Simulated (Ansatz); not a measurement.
## Ligand exchange: C2H5ClGe + CH3Br → C2H6Ge + CH2BrCl

Gas-phase species: C2H5ClGe `C=[CH][GeH2][Cl]`, singlet; CH3Br `CBr`, singlet; C2H6Ge `C=[CH][GeH3]`, singlet; CH2BrCl (bromochloromethane) `ClCBr`, singlet. The partners trade Cl for H: Ge–Cl and C–H bonds give way to Ge–H and C–Cl.

Shapes, held fixed at every level: PBE0-D4/def2-TZVP. Flexible molecules stand in one conformer, not always the lowest. Programs: Ansatz 0.2.0. The zero-point and thermal change to 298 K, harmonic and unscaled (PBE0-D4/def2-TZVP), is -7.8 kJ/mol.

```
                level                    kind  ΔH(298 K) (kJ/mol)  less CCSD(T)/def2-TZVPP
     SPW92/def2-TZVPP                     LDA              +132.4                    -15.9
    PBE-D4/def2-TZVPP                     GGA              +138.9                     -9.4
r2SCAN0-D4/def2-TZVPP           global hybrid              +152.7                     +4.4
   wB97X-V/def2-TZVPP  range-separated hybrid              +148.2                     -0.1
         MP2/def2-SVP     perturbation theory              +152.7                     +4.4
      CCSD/def2-TZVPP   coupled cluster or CI              +150.8                     +2.5
   CCSD(T)/def2-TZVPP   coupled cluster or CI              +148.3                      0.0
```

The highest level, CCSD(T)/def2-TZVPP, gives ΔH(298 K) = +148.3 kJ/mol; the levels span +132.4 to +152.7. The column of differences is taken from that level and isn't an error. No measured value is set beside it here. Relativity is left out for Br, Ge. Outer-core shells of Br, Ge are correlated, in sets that cover them unevenly.
